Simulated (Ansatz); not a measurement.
Reaction (formal exchange of groups at the Si–C bond): `C[SiH2]/C(Cl)=C\F` + `CC[Se]C` → `CC[Se][SiH2]C` + `C/C(Cl)=C/F`

Computed with Ansatz on PBE0-D4/def2-TZVP structures; ΔE is electronic, products minus reactants. CCSD(T)/CBS is the MP2 limit (def2-TZVPP, def2-QZVPP) plus CCSD(T) − MP2 in def2-TZVPP, frozen cores. This one scheme is used for every species. Double bonds are as drawn, so ΔE can hold a change between cis and trans. Functionals use def2-TZVPP. B3LYP here is the variant with VWN-RPA as its local correlation; programs differ in this. For Se outer-core shells are correlated without core-valence functions, which leaves a few kJ/mol of doubt a bond. Scalar relativity is left out up to krypton. One conformer a species, not always the lowest.

`C[SiH2]/C(Cl)=C\F`:

```xyz
12

C    -1.833    0.621   -0.089
Si   -0.095    0.706    0.580
C     1.038   -0.352   -0.475
Cl    1.132    0.097   -2.152
C     1.763   -1.396   -0.098
F     1.760   -1.825    1.164
H    -1.857    0.927   -1.137
H    -2.227   -0.395   -0.017
H    -2.491    1.285    0.477
H    -0.021    0.219    1.980
H     0.426    2.097    0.510
H     2.406   -1.985   -0.743
```

`CC[Se]C`:

```xyz
12

C    -1.920   -0.402    0.571
C    -0.415   -0.372    0.413
Se    0.093    0.920   -0.960
C     2.012    0.657   -0.838
H    -2.306    0.576    0.869
H    -2.411   -0.689   -0.361
H    -2.208   -1.125    1.339
H     0.075   -0.079    1.344
H    -0.030   -1.348    0.111
H     2.270   -0.373   -1.082
H     2.368    0.911    0.159
H     2.473    1.324   -1.565
```

`CC[Se][SiH2]C`:

```xyz
15

C    -1.295    2.095    0.382
C    -0.075    1.908   -0.491
Se   -0.036    0.187   -1.447
Si    0.500   -1.136    0.323
C     0.907   -2.836   -0.332
H    -2.213    2.007   -0.201
H    -1.279    3.086    0.849
H    -1.335    1.350    1.180
H    -0.036    2.653   -1.287
H     0.852    1.985    0.079
H    -0.620   -1.215    1.302
H     1.661   -0.525    1.031
H     0.052   -3.261   -0.861
H     1.163   -3.505    0.493
H     1.753   -2.794   -1.020
```

`C/C(Cl)=C/F`:

Z-matrix (Å, degrees):
```
C
C 1 1.485
H 1 1.093 2 110.7
H 1 1.092 2 110.5 3 -120.3
H 1 1.093 2 110.7 3 119.3
Cl 2 1.723 1 116.4 3 -59.7
C 2 1.324 1 123.5 3 120.3
F 7 1.329 2 123.3 1 180.0
H 7 1.083 2 123.0 1 0.0
```

```json
{"level": "PBE-D4", "ΔE (kJ/mol)": "-76.5", "difference from CCSD(T)/CBS": "-1.5"}
{"level": "r2SCAN-D4", "ΔE (kJ/mol)": "-77.6", "difference from CCSD(T)/CBS": "-2.6"}
{"level": "PBE0-D4", "ΔE (kJ/mol)": "-79.8", "difference from CCSD(T)/CBS": "-4.8"}
{"level": "B3LYP-D4", "ΔE (kJ/mol)": "-72.9", "difference from CCSD(T)/CBS": "2.1"}
{"level": "ωB97X-V", "ΔE (kJ/mol)": "-72.9", "difference from CCSD(T)/CBS": "2.1"}
{"level": "ωB97M-V", "ΔE (kJ/mol)": "-72.4", "difference from CCSD(T)/CBS": "2.6"}
{"level": "B2PLYP", "ΔE (kJ/mol)": "-71.5", "difference from CCSD(T)/CBS": "3.5"}
{"level": "PBE", "ΔE (kJ/mol)": "-75.4", "difference from CCSD(T)/CBS": "-0.4"}
{"level": "r2SCAN", "ΔE (kJ/mol)": "-77.4", "difference from CCSD(T)/CBS": "-2.4"}
{"level": "PBE0", "ΔE (kJ/mol)": "-78.8", "difference from CCSD(T)/CBS": "-3.8"}
{"level": "B3LYP", "ΔE (kJ/mol)": "-71.1", "difference from CCSD(T)/CBS": "3.9"}
{"level": "HF/def2-TZVPP", "ΔE (kJ/mol)": "-74.1", "difference from CCSD(T)/CBS": "0.9"}
{"level": "MP2/def2-TZVPP", "ΔE (kJ/mol)": "-73.7", "difference from CCSD(T)/CBS": "1.3"}
{"level": "SCS-MP2/def2-TZVPP", "ΔE (kJ/mol)": "-70.2", "difference from CCSD(T)/CBS": "4.8"}
{"level": "CCSD/def2-TZVPP", "ΔE (kJ/mol)": "-71.3", "difference from CCSD(T)/CBS": "3.7"}
{"level": "CCSD(T)/def2-TZVPP", "ΔE (kJ/mol)": "-70.7", "difference from CCSD(T)/CBS": "4.3"}
{"level": "HF/def2-QZVPP", "ΔE (kJ/mol)": "-74.2", "difference from CCSD(T)/CBS": "0.8"}
{"level": "MP2/def2-QZVPP", "ΔE (kJ/mol)": "-76.2", "difference from CCSD(T)/CBS": "-1.2"}
{"level": "SCS-MP2/def2-QZVPP", "ΔE (kJ/mol)": "-72.4", "difference from CCSD(T)/CBS": "2.6"}
{"level": "HF/CBS(def2)", "ΔE (kJ/mol)": "-74.2", "difference from CCSD(T)/CBS": "0.8"}
{"level": "MP2/CBS(def2)", "ΔE (kJ/mol)": "-78.0", "difference from CCSD(T)/CBS": "-3.0"}
{"level": "CCSD/CBS(def2)", "ΔE (kJ/mol)": "-75.6", "difference from CCSD(T)/CBS": "-0.6"}
{"level": "CCSD(T)/CBS", "ΔE (kJ/mol)": "-75.0", "difference from CCSD(T)/CBS": "0"}
```

Largest T1 diagnostic among the species: 0.012.

From PBE to PBE0 (25 % exact exchange), in def2-TZVPP and without D4, ΔE moves by −3.4 kJ/mol.
